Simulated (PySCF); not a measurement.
Species: C5H10OSi.
SMILES: `C=C/C=C(/C)O[SiH3]`

The calculation used TDDFT wB97X-D/def2-SVPD, vertical, gas phase, core orbitals frozen in the response (PySCF). Isolated species at its PBE0-D3(BJ)/def2-SVP geometry (one conformer only). Torsions of this conformer, `[CH2:1]=[CH:2]/[CH:3]=[C:4](/[CH3:5])[O:6][SiH3:7]`: C1–C2–C3–C4 180°, C3–C4–O6–Si7 170°.

```tsv
state	E (eV)	λ (nm)	f	main configurations (H = HOMO, L = LUMO)
S1	5.36	231.2	0.835	H→L (97%)
S2	5.75	215.4	0.0004	H→L+1 (84%)
S3	6.61	187.6	0.0003	H→L+2 (51%), H→L+4 (24%), H→L+3 (9%)
S4	6.69	185.3	0.0000	H→L+3 (44%), H→L+2 (22%), H→L+7 (17%)
S5	6.83	181.6	0.018	H→L+4 (46%), H→L+3 (19%), H→L+6 (16%)
S6	7.18	172.7	0.032	H→L+6 (48%), H→L+9 (17%), H→L+3 (9%)
S7	7.23	171.6	0.028	H→L+9 (34%), H→L+5 (26%), H→L+6 (20%)
S8	7.40	167.5	0.0020	H-2→L (72%), H-3→L (14%)
S9	7.49	165.6	0.042	H→L+5 (53%), H-1→L (23%), H→L+9 (14%)
S10	7.73	160.5	0.0002	H→L+8 (71%)
```

Triplets, Tamm–Dancoff:

```json
{"state": "T1", "E (eV)": "3.07", "λ (nm)": "403.8", "main configurations (H = HOMO, L = LUMO)": "H→L (94%)"}
{"state": "T2", "E (eV)": "5.09", "λ (nm)": "243.5", "main configurations (H = HOMO, L = LUMO)": "H-1→L (47%), H→L+9 (37%)"}
{"state": "T3", "E (eV)": "5.70", "λ (nm)": "217.6", "main configurations (H = HOMO, L = LUMO)": "H→L+1 (86%)"}
{"state": "T4", "E (eV)": "6.57", "λ (nm)": "188.8", "main configurations (H = HOMO, L = LUMO)": "H→L+2 (63%), H→L+4 (18%)"}
```

The lowest singlet lies at 5.36 eV (231 nm, ultraviolet) and is strong; its leading configuration is HOMO→LUMO (97%). The lowest level is also the most intense of those listed (f = 0.835). Löwdin shares by element: HOMO carbon 76% or more (atoms not listed hold the other 24%); LUMO carbon 75% or more (atoms not listed hold the other 25%). The listed states span 2.36 eV, and the widest gap between neighbours is 0.86 eV (S2 to S3). Orbital energies (eV): HOMO-3 -11.68, HOMO-2 -10.93, HOMO-1 -10.49, HOMO -7.68, LUMO 1.24, LUMO+1 1.80, LUMO+2 2.05. Weighted by f, the mean energy of these states is 5.60 eV. The vertical ionisation energy (ΔSCF) is 7.76 eV, 0.04 eV above S10. Singlets were solved by full linear response, triplets in the Tamm–Dancoff approximation.

Time: 93 s wall; peak memory 1.2 GiB. Hardware: Arm Neoverse V1, one thread, shared host with 64 logical CPUs at a one-minute load of 30.
